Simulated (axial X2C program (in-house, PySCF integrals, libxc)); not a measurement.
FeBr: from the spin-free to the two-component result

Computed with an in-house all-electron X2C program for linear molecules (integrals from PySCF). Spin-free means the one-electron spin-free X2C Hamiltonian; two-component (2c) means X2C with spin–orbit coupling and atomic mean-field two-electron Coulomb and Gaunt terms, so the difference of the two also holds small scalar two-electron terms. Basis: Br dyall-cv3z [8s9p6d4f1g], Fe dyall-cv3z [9s10p6d3f2g] (cores contracted in-house); Gaussian nuclei, density fitting, unrestricted open shells. Masses: Br 78.918 u, Fe 55.935 u.

Spin-free state: M_S = 5/2, Λ = 2 (beyond evenly filled blocks: 2 × σα, π+α, π-α, δ+α, δ+β, δ-α); fragments Br + Fe.

| level | Re (Å) | ωe (cm⁻¹) | De (eV) | μ (D) |
| --- | --- | --- | --- | --- |
| PBE0 | 2.323 | 298.8 | 2.993 | 2.29 |
| HF | 2.408 | 286.0 | 2.586 | 3.44 |
| MP2 | 2.342 | 300.4 | 3.046 | n/a |
| CCSD | 2.346 | 298.8 | 2.755 | n/a |
| CCSD(T) | 2.342 | 299.2 | 2.753 | n/a |

Correlated methods: 15 electrons correlated (number of frozen shells: Br 3 s, 2 p, 1 d; Fe 3 s, 2 p), 265 virtual spin orbitals or spinors in MP2, 90 natural virtuals in coupled cluster.

Dipoles are positive if Fe is the positive end.

Two-component determinant lowest at the distance of the search:

Ω = 9/2 (⟨Sz⟩ = 2.50, ⟨Lz⟩ = 2.00 at HF); fragments Br + Fe.

| level | Re (Å) | ωe (cm⁻¹) | μ (D) |
| --- | --- | --- | --- |
| PBE0 | 2.324 | 298.2 | 2.29 |
| HF | 2.410 | 285.5 | 3.44 |
| MP2 | 2.343 | 299.9 | n/a |
| CCSD | 2.347 | 298.2 | n/a |
| CCSD(T) | 2.343 | 298.6 | n/a |

(1) From the two tables, how do the constants change at the CCSD(T) level (2c against spin-free)?

Occupations by symmetry block were frozen at the best pattern of an incomplete PBE0 search. De is counted from the lowest determinant-based energies of the atoms at the same level, without counterpoise correction. De is not given where an atomic determinant may have missed its ground term or J level, or where the truncated virtual space spoils (T). Density functionals use the spin component along the axis (collinear). Coupled cluster ran in a truncated set of natural virtual spinors; the MP2 energy of the rest was added. (T) has no such correction and the atoms are truncated less, which lowers De at CCSD(T) by a hundredth of an eV or more. Other states lie close and PBE0, whose exact exchange favours high spin, may order them wrongly; the determinant shown need not be the ground state. The nearest other spin-free determinant of the search, M_S = 5/2, Λ = 0, lies 0.09 eV up at the distance of the search. Without a current term, density functionals place determinants with orbital angular momentum somewhat too high. With several unpaired electrons one determinant need not be a pure state. A state of lower Ω lies just above, and one determinant can place such states too high, so the state shown need not be the lowest. The search has Ω = 1/2 only 0.09 eV up.

Answers

(1) At the CCSD(T) level Re rises by 0.001 Å and ωe drops by 0.6 cm⁻¹.
